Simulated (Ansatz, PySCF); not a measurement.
Molecule: CHCl (charge 0, singlet). 
Geometry from a B3LYP-D3(BJ)/def2-TZVP (Ansatz, a program for electronic structure) optimisation:
```
C
H 1 1.1091
Cl 1 1.6972 2 102.31
```

Total electronic energies in hartree. Cores are frozen in the correlated levels unless marked. No spin-orbit coupling. Non-relativistic. CBS(X,Y): correlation extrapolated as X^-3; Hartree-Fock from the larger set (for Q and 5 zeta extrapolated as (X+1)exp(-9√X)). The bracket is a focal-point correction in the basis named.

The Hartree-Fock reference is unstable (checked in the largest basis), which strains HF and MP2. 

```csv
level,program,energy (Eh)
HF/cc-pV(5+d)Z,Ansatz,-497.86265
RI-HF/def2-TZVPP,Ansatz,-497.84750
TPSSh/def2-TZVPD,PySCF,?
MN15-D3(BJ)/def2-TZVPD,PySCF + dftd3,?
RI-MP2/def2-QZVPPD,Ansatz,-498.21804
SCS-MP2/def2-TZVPP,Ansatz,-498.17421
CCSD/aug-cc-pV(Q+d)Z,Ansatz,-498.24839
"RI-MP2/CBS(def2-TZVPPD,def2-QZVPPD)+[CCSD(T)-MP2]/def2-TZVPPD",Ansatz,-498.2877
"CCSD(T)/CBS(cc-pV(Q+d)Z,cc-pV(5+d)Z)",Ansatz,-498.2851
```

Task: Some entries are withheld; supply them.

Result: 
- TPSSh/def2-TZVPD, energy (Eh): -498.81620
- MN15-D3(BJ)/def2-TZVPD, energy (Eh): -498.65064
